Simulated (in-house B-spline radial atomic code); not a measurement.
A fraction x of an electron is moved 5p → 5f in the neodymium ion Nd³⁺, starting from [Xe] 4f3 and keeping the highest spin. All numbers are computed (scalar-relativistic (X2C) TPSS, spin-polarised, spherical fractional occupations; Fermi nucleus of rms radius 4.9123 fm) with a B-spline radial code for spherical atoms, not measured.

```json
{"x": "0", "E(x) - E(0) (eV)": "0.0000", "5p down level (eV)": "-47.619", "5f up level (eV)": "-"}
{"x": "0.125", "E(x) - E(0) (eV)": "4.7823", "5p down level (eV)": "-48.343", "5f up level (eV)": "-9.903"}
{"x": "0.25", "E(x) - E(0) (eV)": "?", "5p down level (eV)": "?", "5f up level (eV)": "?"}
{"x": "0.375", "E(x) - E(0) (eV)": "?", "5p down level (eV)": "?", "5f up level (eV)": "?"}
{"x": "0.5", "E(x) - E(0) (eV)": "19.4478", "5p down level (eV)": "-50.438", "5f up level (eV)": "-10.740"}
{"x": "0.625", "E(x) - E(0) (eV)": "24.4327", "5p down level (eV)": "-51.102", "5f up level (eV)": "-11.043"}
{"x": "0.75", "E(x) - E(0) (eV)": "29.4623", "5p down level (eV)": "-51.739", "5f up level (eV)": "-11.328"}
{"x": "0.875", "E(x) - E(0) (eV)": "34.5350", "5p down level (eV)": "-52.349", "5f up level (eV)": "-11.600"}
{"x": "1", "E(x) - E(0) (eV)": "39.6490", "5p down level (eV)": "-52.932", "5f up level (eV)": "-11.860"}
```

(1) What belongs in the row x = 0.25?

(2) What belongs in the row x = 0.375?

(3) Check Janak's theorem between x = 0.5 and 0.625.

Answers

(1) An energy change of 9.6178 eV; 5p down at -49.051 eV, 5f up at -10.134 eV.

(2) An energy change of 14.5086 eV; 5p down at -49.751 eV, 5f up at -10.425 eV.

(3) The slope of the energy is 39.88 eV; the orbital levels give 39.88 eV (ε of the receiving orbital less ε of the emptying one, averaged over the two points).
